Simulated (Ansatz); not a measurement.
C2H6SSi, SMILES `C[SiH]1CS1`. The species carries charge 0 and has multiplicity 1. The structure was optimised at the PBE0-D4/def2-TZVP level.

```xyz
10

C     1.537   -0.083    0.370
Si   -0.128   -0.560   -0.297
C    -1.598    0.511   -0.025
S    -1.025    0.582   -1.800
H     2.333   -0.474   -0.268
H     1.628    1.003    0.410
H     1.678   -0.489    1.375
H    -0.349   -2.024   -0.342
H    -2.586    0.074    0.084
H    -1.490    1.460    0.492
```

(1) What is the dipole moment at r2SCAN/def2-TZVPP? (Estimate.)

(2) And with PBE, B3LYP, ωB97M-V? (Estimate.)

(3) Give the Mulliken charges with r2SCAN, ωB97M-V, B3LYP in def2-TZVPP. (An estimate is asked.)

Answers

(1) The calculation gave: 2.38 D, with components (1.11, -0.47, 2.05) D in this frame, pointing from negative to positive charge.

(2) Computed: PBE 2.25 D, B3LYP 2.36 D, ωB97M-V 2.39 D.

(3) Ansatz gave: 
```tsv
atom	r2SCAN	ωB97M-V	B3LYP
C1	-0.28	-0.41	-0.36
Si2	0.39	0.33	0.38
C3	-0.19	-0.33	-0.26
S4	-0.27	-0.20	-0.25
H5	0.08	0.12	0.11
H6	0.08	0.13	0.11
H7	0.08	0.12	0.10
H8	-0.08	-0.03	-0.07
H9	0.09	0.14	0.12
H10	0.09	0.13	0.12
```

B3LYP here is the variant with VWN-RPA as its local correlation; programs differ in this.
